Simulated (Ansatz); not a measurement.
Mo(NH)2(NH2)2 (MoN4H6). Charge 0, multiplicity 1. Geometry B3LYP-D4/def2-SVP.

```xyz
11

Mo   -0.1402    0.1162    0.0887
N     0.2751    1.3067    1.2922
N    -1.8325   -0.0181   -0.3062
N     0.4276   -1.6218    0.7822
N     0.7950    0.6106   -1.5560
H     0.1089    2.0456    1.9726
H    -2.8254    0.2008   -0.2539
H    -0.0406   -2.4994    0.5759
H     1.1544   -1.7480    1.4806
H     1.6358    1.1799   -1.5854
H     0.4420    0.4274   -2.4908
```

In the def2 sets Mo takes a core potential; there is no spin–orbit coupling. LC-ωPBE has ω = 0.4 bohr⁻¹. The restricted singlet is unstable towards broken spin symmetry in Hartree–Fock (as tested in another run); at PBE-D4/def2-SVP, r2SCAN-D4/def2-TZVP, PBE0-D4/def2-TZVP, BHLYP-D4/def2-TZVP and others this wasn't settled. Another isomer (singlet) lies 0.51 eV lower at PBE0-D4/def2-TZVP; other spin states weren't run for this one.

Task: Estimate the orbital energies around the gap (eV) in Ansatz with PBE-D4/def2-SVP, r2SCAN-D4/def2-TZVP, PBE0-D4/def2-TZVP, BHLYP-D4/def2-TZVP, LC-ωPBE/def2-TZVP.

Result: 
| orbital | PBE-D4/def2-SVP | r2SCAN-D4/def2-TZVP | PBE0-D4/def2-TZVP | BHLYP-D4/def2-TZVP | LC-ωPBE/def2-TZVP |
| --- | --- | --- | --- | --- | --- |
| HOMO−13 | -18.56 | -20.04 | -21.61 | -24.08 | -24.73 |
| HOMO−12 | -18.37 | -19.83 | -21.36 | -23.79 | -24.42 |
| HOMO−11 | -11.60 | -12.20 | -13.46 | -15.04 | -16.48 |
| HOMO−10 | -11.58 | -12.18 | -13.44 | -15.03 | -16.44 |
| HOMO−9 | -11.08 | -11.68 | -13.02 | -14.71 | -16.02 |
| HOMO−8 | -10.35 | -10.94 | -12.24 | -13.92 | -15.15 |
| HOMO−7 | -9.52 | -10.08 | -11.32 | -12.84 | -14.28 |
| HOMO−6 | -9.44 | -9.96 | -11.20 | -12.70 | -14.14 |
| HOMO−5 | -7.54 | -8.03 | -9.25 | -10.63 | -12.33 |
| HOMO−4 | -7.23 | -7.66 | -8.82 | -10.10 | -11.75 |
| HOMO−3 | -6.35 | -6.78 | -7.85 | -9.08 | -10.71 |
| HOMO−2 | -6.16 | -6.61 | -7.68 | -8.93 | -10.40 |
| HOMO−1 | -5.98 | -6.44 | -7.52 | -8.80 | -10.40 |
| HOMO | -5.08 | -5.58 | -6.57 | -7.75 | -9.22 |
| LUMO | -1.40 | -1.58 | -0.87 | 0.05 | 1.34 |
| LUMO+1 | -1.19 | -1.45 | -0.75 | 0.13 | 1.38 |
| LUMO+2 | -0.31 | -0.35 | 0.20 | 0.83 | 2.12 |
| LUMO+3 | -0.24 | -0.35 | 0.28 | 1.04 | 2.31 |
| LUMO+4 | -0.06 | -0.15 | 0.46 | 1.15 | 2.40 |
| LUMO+5 | 0.05 | 0.38 | 0.49 | 1.26 | 2.49 |
